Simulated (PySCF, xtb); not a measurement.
C3H12Si3, SMILES C=CC([SiH3])([SiH3])[SiH3]. The values are those of a single conformer.

Harmonic wavenumbers (cm⁻¹) from xtb 6.7.1 with GFN2-xTB at its own minimum, in rising order: 55, 142, 144, 153, 163, 202, 212, 217, 252, 401, 468, 502, 509, 515, 522, 537, 587, 614, 770, 775, 779, 789, 789, 790, 806, 810, 818, 855, 865, 882, 988, 1018, 1133, 1323, 1415, 1688, 2219, 2229, 2234, 2239, 2247, 2249, 2253, 2260, 2270, 2995, 3094, 3116.

What does PBE-D3(BJ)/def2-SVP in PySCF 2.14.0 give at its own minimum? (An estimate is asked for; the answer gives what the named calculation found.)

56, 88, 147, 155, 158, 184, 191, 199, 218, 386, 465, 551, 559, 564, 587, 639, 657, 661, 850, 862, 867, 869, 880, 900, 908, 908, 912, 913, 915, 916, 972, 987, 1107, 1280, 1376, 1639, 2152, 2155, 2161, 2163, 2165, 2168, 2171, 2172, 2178, 3031, 3074, 3171. Paired by order, the mean absolute difference is 54 cm⁻¹ and the zero-point energies are 75.6 and 76.2 kcal/mol.
